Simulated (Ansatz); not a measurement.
Compare A (`N[C](F)(F)[GeH3]`) with its isomer B (`[CH3][Ge]([NH2])([F])[F]`).

Calculated with Ansatz (gas phase, PBE0-D4/def2-TZVP geometries, no zero-point term in ΔE). CCSD(T)/CBS adds triple-zeta CCSD(T) − MP2 to the extrapolated MP2 energy (def2 sets, frozen cores). DFT in def2-TZVPP. B3LYP here is the variant with VWN-RPA as its local correlation; programs differ in this. For Ge outer-core shells are correlated without core-valence functions, which leaves a few kJ/mol of doubt a bond. Scalar relativity is left out up to krypton. Each species was taken in one conformer, which may not be the lowest.

A:

```xyz
10

N     1.154    1.118    0.364
C    -0.091    0.757   -0.208
F    -1.047    1.521    0.393
F    -0.048    1.114   -1.523
Ge   -0.675   -1.165   -0.104
H     1.167    0.936    1.359
H     1.919    0.630   -0.083
H    -0.739   -1.545    1.383
H    -2.040   -1.358   -0.774
H     0.400   -2.009   -0.806
```

B:

```xyz
10

C    -0.136   -0.222   -1.501
Ge   -0.409    0.177    0.355
N     1.067    0.196    1.394
F    -1.119    1.738    0.568
F    -1.634   -0.891    0.970
H     0.299   -1.216   -1.609
H     0.535    0.516   -1.940
H    -1.096   -0.196   -2.017
H     0.923    0.576    2.319
H     1.570   -0.677    1.460
```

(1) Which is lower in electronic energy at CCSD(T)/CBS, and by how much? (Estimate.)

(2) Give E(B) − E(A) in kJ/mol with B3LYP-D4, CCSD(T)/def2-TZVPP, r2SCAN-D4, MP2/def2-TZVPP, HF/def2-TZVPP, PBE-D4, B3LYP. (Estimate.)

Largest T1 diagnostic: 0.012.

## Answers

(1) Ansatz gave: B, by 377.6 kJ/mol.

(2) Ansatz gave: B3LYP-D4 -358.5, CCSD(T)/def2-TZVPP -375.1, r2SCAN-D4 -357.4, MP2/def2-TZVPP -397.7, HF/def2-TZVPP -383.7, PBE-D4 -337.2, B3LYP -358.6. None reverses the order clearly.

From PBE to PBE0 (25 % exact exchange), in def2-TZVPP and without D4, E(B) − E(A) moves by −12.6 kJ/mol.
